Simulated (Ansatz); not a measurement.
`C[SiH2]C1=C[SiH2]1` + `[NH2][GeH3]` → `[GeH3][NH]C1=C[SiH2]1` + `C[SiH3]`  (substitution at a C–Si bond)

Computed with Ansatz on PBE0-D4/def2-TZVP structures; ΔE is electronic, products minus reactants. CCSD(T)/CBS adds triple-zeta CCSD(T) − MP2 to the extrapolated MP2 energy (def2 sets, frozen cores). This one scheme is used for every species. DFT in def2-TZVPP. B3LYP here is the variant with VWN-RPA as its local correlation; programs differ in this. For Ge outer-core shells are correlated without core-valence functions, which leaves a few kJ/mol of doubt a bond. Scalar relativity is left out up to krypton. One conformer a species, not always the lowest.

Question: Is it downhill or uphill in electronic energy at CCSD(T)/CBS, and by how much? (Estimate.)

Answer: Ansatz gave: Uphill: ΔE = +38.0 kJ/mol.

Question: What do these levels give: r2SCAN-D4, PBE0-D4, ωB97X-V, ωB97M-V, B2PLYP, PBE0, B3LYP, HF/def2-TZVPP, CCSD(T)/def2-TZVPP, HF/def2-QZVPP, SCS-MP2/def2-QZVPP, CCSD/CBS(def2)? (An estimate is asked.)

Answer: Ansatz gave: r2SCAN-D4 26.7, PBE0-D4 24.7, ωB97X-V 28.2, ωB97M-V 32.9, B2PLYP 30.3, PBE0 25.1, B3LYP 26.8, HF/def2-TZVPP 32.8, CCSD(T)/def2-TZVPP 34.9, HF/def2-QZVPP 33.1, SCS-MP2/def2-QZVPP 36.5, CCSD/CBS(def2) 38.5 kJ/mol.

Largest T1 diagnostic among the species: 0.013.
